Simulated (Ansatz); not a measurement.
Isolated molecules relaxed with PBE0-D4/def2-TZVP in Ansatz; ΔE leaves out vibrations. CCSD(T)/CBS is the MP2 limit (def2-TZVPP, def2-QZVPP) plus CCSD(T) − MP2 in def2-TZVPP, frozen cores. This one scheme is used for every species. Functionals use def2-TZVPP. B3LYP here is the variant with VWN-RPA as its local correlation; programs differ in this. HSE06 is defined as in plane-wave codes. One conformer a species, not always the lowest.

`FC[SiH]1[AlH][SiH2]1` + `CC` → `CC[SiH]1[AlH][SiH2]1` + `CF`  (formal exchange of groups at the Si–C bond)

(1) Is it downhill or uphill in electronic energy at CCSD(T)/CBS, and by how much? (Best estimate.)

(2) What do these levels give: BLYP-D4, r2SCANh-D4, r2SCAN0-D4, HSE06-D4, CAM-B3LYP-D4, BLYP, PBE0, B3LYP, HSE06, BHLYP, CAM-B3LYP, CCSD(T)/def2-SVP? (Best estimate.)

Largest T1 diagnostic among the species: 0.014.

## Answers

(1) Ansatz gave: Downhill: ΔE = -0.14 eV.

(2) Computed: BLYP-D4 -0.07, r2SCANh-D4 -0.11, r2SCAN0-D4 -0.12, HSE06-D4 -0.12, CAM-B3LYP-D4 -0.09, BLYP -0.02, PBE0 -0.10, B3LYP -0.05, HSE06 -0.10, BHLYP -0.08, CAM-B3LYP -0.06, CCSD(T)/def2-SVP -0.13 eV.

In def2-TZVPP, CCSD(T) changes the Hartree–Fock value by −0.05 eV (the triples alone add −0.01 eV) and MP2 by −0.09 eV. Leaving LDA and LC-ωPBE aside and taking each functional with its dispersion term where it has one, the values, not all of them listed here, spread over 0.08 eV, from PBE-QIDH to BLYP-D4.
